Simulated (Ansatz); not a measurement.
Cost and result for the atomization energy of `[Cl][In]([Cl])[SeH]` (5 atoms, 4 bonds).

```xyz
5

Cl    0.336   -2.371   -0.111
In   -0.441   -0.205   -0.323
Cl   -2.363    0.080   -1.566
Se    0.725    1.705    0.730
H     1.743    0.790    1.269
```

Charge 0, multiplicity 1. Correlated methods include outer-core shells of In, Se, which these sets cover unevenly. Scalar relativity is left out up to krypton. In takes the def2 core potential. The structure was optimised at the PBE0-D4/def2-TZVP level. It is one conformer, not always the lowest. Program: Ansatz. All runs use 4 threads of an Arm Neoverse V1 on a shared host. Times are those of one run each, without the atoms' runs, and a repeat can differ threefold. Electronic energies, without spin–orbit coupling; frozen cores. CCSD(T)/CBS adds CCSD(T) − MP2 in def2-TZVPP to the MP2 limit, and its time is that of the two runs behind it. T1 = 0.012. With those shells the extrapolation isn't a true limit. B3LYP takes the VWN-RPA correlation (the form of Gaussian; ORCA's B3LYP/G).

CCSD(T)/CBS is a level of theory with its own doubt, some kJ/mol a heavy atom from the limit and from the frozen cores, so smaller differences don't rank the functionals.

```csv
level,functions,wall time
BLYP-D4/def2-TZVPP,196,1.9 s
PBE-D4/def2-TZVPP (with forces),196,2.1 s
BHLYP-D4/def2-TZVPP,196,3.3 s
CAM-B3LYP-D4/def2-TZVPP,196,3.6 s
CCSD(T)/def2-SVP,99,4.3 s
B3LYP-D4/def2-TZVPP (with forces),196,4.4 s
PBE-QIDH/def2-TZVPP,196,5 s
ωB97X-V/def2-TZVPP,196,6.5 s
B97M-V/def2-TZVPP,196,7 s
ωB97M-V/def2-TZVPP (with forces),196,11 s
MP2/def2-QZVPP,341,12 s
CCSD(T)/def2-TZVPP,196,92 s
CCSD(T)/CBS(def2),–,100 s
```

Question: What atomization energy does each give, and how far from CCSD(T)/CBS? (Best estimate.)

Answer: Ansatz gave: 
| level | atomization (kcal/mol) | difference from CCSD(T)/CBS | per bond |
| --- | --- | --- | --- |
| BLYP-D4/def2-TZVPP | 284.5 | -16.5 | -4.1 |
| PBE-D4/def2-TZVPP (with forces) | 299.5 | -1.5 | -0.4 |
| BHLYP-D4/def2-TZVPP | 282.1 | -18.9 | -4.7 |
| CAM-B3LYP-D4/def2-TZVPP | 288.7 | -12.3 | -3.1 |
| CCSD(T)/def2-SVP | 269.8 | -31.2 | -7.8 |
| B3LYP-D4/def2-TZVPP (with forces) | 286.9 | -14.1 | -3.5 |
| PBE-QIDH/def2-TZVPP | 296.6 | -4.4 | -1.1 |
| ωB97X-V/def2-TZVPP | 300.0 | -1.0 | -0.3 |
| B97M-V/def2-TZVPP | 301.3 | 0.3 | 0.1 |
| ωB97M-V/def2-TZVPP (with forces) | 296.2 | -4.8 | -1.2 |
| MP2/def2-QZVPP | 303.9 | 2.9 | 0.7 |
| CCSD(T)/def2-TZVPP | 287.4 | -13.6 | -3.4 |
| CCSD(T)/CBS(def2) | 301.0 | 0.0 | 0.0 |

The D4 term adds +6.3 kcal/mol with B3LYP and +3.4 kcal/mol with PBE0; it sums over pairs of atoms, weighted by their polarisabilities, and B3LYP, whose exchange is more repulsive, gets the larger term. From PBE to PBE0 (25 % exact exchange), in def2-TZVPP and without D4, the atomization energy moves by −3.2 kcal/mol: exact exchange takes away binding that semilocal exchange gives to molecules. In def2-TZVPP, CCSD(T) changes the Hartree–Fock value by +79.3 kcal/mol (the triples alone add +8.0 kcal/mol) and MP2 by +87.9 kcal/mol; breaking electron pairs costs correlation energy, which Hartree–Fock lacks.

Spin–orbit coupling would lower the free In atoms strongly, and the atomization energy with them, by more than many differences here. For some Ge, Se and Sn compounds the MP2-based and the directly extrapolated limit differ by 10 to 25 kJ/mol.
